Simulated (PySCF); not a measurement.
A calculated (B2PLYP, PySCF 2.14, cc-pVDZ-X2C, scalar relativity by spin-free X2C-1e) atom or ion has these occupied shells.

| shell | electrons | orbital energy (eV) | rms radius, mean of both spins (bohr) |
| --- | --- | --- | --- |
| 1s α | 1 | -50249.1 | 0.0249 |
| 1s β | 1 | -50249.0 | 0.0249 |
| 2s α | 1 | -8360.3 | 0.101 |
| 2s β | 1 | -8360.1 | 0.101 |
| 2p α | 3 | -7449.7 | 0.0906 |
| 2p β | 3 | -7449.6 | 0.0906 |
| 3s α | 1 | -1880.1 | 0.260 |
| 3s β | 1 | -1877.2 | 0.260 |
| 3p α | 3 | -1593.8 | 0.261 |
| 3p β | 3 | -1590.7 | 0.261 |
| 3d α | 5 | -1209.0 | 0.239 |
| 3d β | 5 | -1205.9 | 0.239 |
| 4s α | 1 | -392.82 | 0.588 |
| 4s β | 1 | -385.19 | 0.588 |
| 4p α | 3 | -297.11 | 0.625 |
| 4p β | 3 | -288.94 | 0.625 |
| 4d α | 5 | -162.22 | 0.690 |
| 4d β | 5 | -152.32 | 0.690 |
| 5s α | 1 | -59.205 | 1.46 |
| 5s β | 1 | -55.943 | 1.46 |
| 5p α | 3 | -34.791 | 1.72 |
| 5p β | 3 | -32.381 | 1.72 |
| 4f α | 7 | -15.902 | 1.03 |
| 4f β | 1 | -10.139 | 1.03 |
| 6s α | 1 | -9.927 | 4.16 |

Task: Name the element and its charge.

Result: Gd⁺ (gadolinium, charge +1), in [Xe] 4f8 6s1, high-spin 8F determinant (an excited configuration).
